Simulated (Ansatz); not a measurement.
All values below come from CAM-B3LYP-D3(BJ)/def2-TZVP // PBE0-D3(BJ)/def2-SVP run with Ansatz (a quantum-chemistry and plane-wave program). Isolated molecules, 0 K electronic values unless said otherwise.  In the def2 sets, heavy atoms carry core potentials.

Reference species (SMILES): `C[CH2][Sn]([Cl])([Cl])[Cl]` (neutral, multiplicity 1).

| Item | Value |
|---|---|
| dipole moment | 3.92 D |
| LUMO | -1.20 eV |
| HOMO | -10.02 eV |

After one change: the dipole moment falls by 0.40 D; the LUMO decreases by 0.04 eV; the HOMO falls by 0.39 eV.

**Question.** Which change was made? The new species is one of these.
A. `FC(F)(F)[CH2][Sn]([Cl])([Cl])[Cl]`
B. `[CH3][Sn]([Cl])([Cl])[Cl]`
C. `[Cl][Sn]([Cl])([Cl])[c]1ccccc1`
D. `C[CH](C)[Sn]([Cl])([Cl])[Cl]`

**Answer.** B, `[CH3][Sn]([Cl])([Cl])[Cl]`
